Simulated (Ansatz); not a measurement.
PBE exchange is replaced step by step with exact exchange (0 % is PBE, 25 % PBE0; no dispersion term), basis def2-TZVPD, Ansatz. System: [AuF4]- (AuF₄⁻). Total charge -1; singlet. Geometry: PBE0-D4/def2-SVPD, each spin state at its own.

Geometry of the singlet:

| atom | x (Å) | y (Å) | z (Å) |
| --- | --- | --- | --- |
| Au1 | 0.000 | 0.000 | 0.000 |
| F2 | 1.542 | 1.134 | 0.272 |
| F3 | -1.037 | 1.540 | -0.538 |
| F4 | -1.542 | -1.134 | -0.272 |
| F5 | 1.037 | -1.540 | 0.538 |

In the def2 sets Au takes a core potential; there is no spin–orbit coupling.

```json
{"exact exchange (%)": "0", "HOMO (eV)": "-2.19", "LUMO (eV)": "0.65", "gap (eV)": "2.84", "triplet − singlet (kJ/mol)": "201.6"}
{"exact exchange (%)": "5", "HOMO (eV)": "-2.59", "LUMO (eV)": "0.83", "gap (eV)": "3.41", "triplet − singlet (kJ/mol)": "211.7"}
{"exact exchange (%)": "10", "HOMO (eV)": "-2.98", "LUMO (eV)": "1.01", "gap (eV)": "3.99", "triplet − singlet (kJ/mol)": "221.4"}
{"exact exchange (%)": "15", "HOMO (eV)": "-3.38", "LUMO (eV)": "1.19", "gap (eV)": "4.57", "triplet − singlet (kJ/mol)": "230.7"}
{"exact exchange (%)": "25", "HOMO (eV)": "-4.19", "LUMO (eV)": "1.57", "gap (eV)": "5.76", "triplet − singlet (kJ/mol)": "248.3"}
{"exact exchange (%)": "35", "HOMO (eV)": "-5.02", "LUMO (eV)": "1.96", "gap (eV)": "6.98", "triplet − singlet (kJ/mol)": "264.0"}
{"exact exchange (%)": "50", "HOMO (eV)": "-6.28", "LUMO (eV)": "2.57", "gap (eV)": "8.85", "triplet − singlet (kJ/mol)": "283.6"}
```
